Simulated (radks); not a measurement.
Results of a calculation; reference values are marked as such.
Spin polarisation of the 5d7 shell in Pt3+. Start: [Xe] 4f14 5d(up 3.5, down 3.5); electrons of 5d are moved from spin down to spin up, other shells keep equal spins. Level of theory: non-relativistic Kohn-Sham, PBE, spin-polarised, spherical densities, point nucleus (a radial shooting solver on a logarithmic mesh with Libxc functionals).

[
 {"moment (Bohr magnetons)": "0", "E - E(0) (eV)": "0.000", "e(5d up) (eV)": "-39.757", "e(5d down) (eV)": "-39.757", "5p down minus up (eV)": "0.000"},
 {"moment (Bohr magnetons)": "0.75", "E - E(0) (eV)": "-0.102", "e(5d up) (eV)": "-40.020", "e(5d down) (eV)": "-39.478", "5p down minus up (eV)": "0.514"},
 {"moment (Bohr magnetons)": "1.5", "E - E(0) (eV)": "-0.407", "e(5d up) (eV)": "-40.266", "e(5d down) (eV)": "-39.180", "5p down minus up (eV)": "1.028"},
 {"moment (Bohr magnetons)": "2.25", "E - E(0) (eV)": "-0.916", "e(5d up) (eV)": "-40.497", "e(5d down) (eV)": "-38.864", "5p down minus up (eV)": "1.546"},
 {"moment (Bohr magnetons)": "3", "E - E(0) (eV)": "-1.632", "e(5d up) (eV)": "-40.712", "e(5d down) (eV)": "-38.528", "5p down minus up (eV)": "2.067"}
]

At moment 3 the spin-polarisation energy is -1.632 eV and the 5d exchange splitting 2.184 eV, that is 0.728 eV per Bohr magneton; E = -I m^2/4 would give I = 0.725 eV.
